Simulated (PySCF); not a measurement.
Compound: C₇H₁₀Cl (doublet state).
Cartesian coordinates in Å at the GFN2-xTB level; atoms count from 1:
```
atom  x, y, z in Å
C1    -0.837   -1.425    0.696
C2    -0.576   -0.031    0.110
C3    -0.973    1.049    1.129
C4    -1.381    0.157   -1.184
C5     0.839    0.095   -0.188
C6     2.019    0.238   -0.461
C7     3.342    0.351   -0.740
Cl8    4.456   -0.855   -0.246
H9    -0.546   -2.196   -0.014
H10   -1.894   -1.541    0.924
H11   -0.266   -1.568    1.610
H12   -0.781    2.041    0.727
H13   -0.402    0.935    2.048
H14   -2.032    0.965    1.363
H15   -1.106   -0.599   -1.916
H16   -1.185    1.137   -1.614
H17   -2.445    0.072   -0.976
H18    3.761    1.182   -1.278
```

As a line formula: `CC(C)(C)C#C[CH]Cl` [radical].

Computed with UKS B3LYP, pcH-1 on C Cl H, non-relativistic, mean-field spin-orbit, GIAO (PySCF). Geometry: GFN2-xTB; no solvent, vibrations or thermal averaging. A GFN2-xTB geometry isn't a minimum of the functional, and hyperfine couplings can be far from their values at a DFT geometry. No stability test was run, so a lower SCF solution isn't excluded.

The Mulliken spin populations are largest on C7 (+0.70), C5 (+0.49), C6 (-0.23) and Cl8 (+0.07). The angles at C7 add up to 360.0°, so it is planar; its axial dipolar tensor and the negative coupling of its proton fit spin in a p orbital normal to that plane.

(1) Find Q in a(H) = Q·ρ(C) for the protons on the planar carbons that carry spin.

Answers

(1) 
```json
{"H": "H18", "C": "C7", "ρ(C)": "+0.704", "a(H) (G)": "-18.98", "a/ρ (G)": "-27.0"}
```

One proton gives one ratio, Q = -27.0 G, and no test of linearity.

Couplings in gauss use g_iso = 2.0059.

The run took 2.1 min of wall time (grids of density and orbitals included) on an Arm Neoverse V1 with one thread, no GPU, shared host with 32 logical CPUs at a one-minute load of 16, and the process peaked at 0.97 GiB of memory.
